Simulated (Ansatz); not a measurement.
Two isomers of C4H8BN: A = `C=CB(C)C=N`, B = `BCC1CC=N1`.

Calculated with Ansatz (gas phase, PBE0-D4/def2-TZVP geometries, no zero-point term in ΔE). CCSD(T)/CBS adds triple-zeta CCSD(T) − MP2 to the extrapolated MP2 energy (def2 sets, frozen cores). DFT in def2-TZVPP. B3LYP here is the variant with VWN-RPA as its local correlation; programs differ in this. One conformer a species, not always the lowest.

**Question.** Which isomer does CCSD(T)/CBS put lower? Give the gap. (An estimate is asked.)

**Answer.** Computed: A, by 26.9 kcal/mol.

**Question.** Give E(B) − E(A) in kcal/mol with B2PLYP, PBE0-D4, ωB97M-V, PBE-D4, CCSD/def2-TZVPP, B3LYP, r2SCAN-D4. (Best estimate.)

**Answer.** Ansatz gave: B2PLYP 28.8, PBE0-D4 24.3, ωB97M-V 25.7, PBE-D4 26.6, CCSD/def2-TZVPP 26.1, B3LYP 30.7, r2SCAN-D4 27.9. None reverses the order clearly.

Largest T1 diagnostic: 0.012.

From PBE to PBE0 (25 % exact exchange), in def2-TZVPP and without D4, E(B) − E(A) moves by −2.4 kcal/mol. In def2-TZVPP, CCSD(T) changes the Hartree–Fock value by −1.8 kcal/mol (the triples alone add +0.4 kcal/mol) and MP2 by −4.1 kcal/mol.
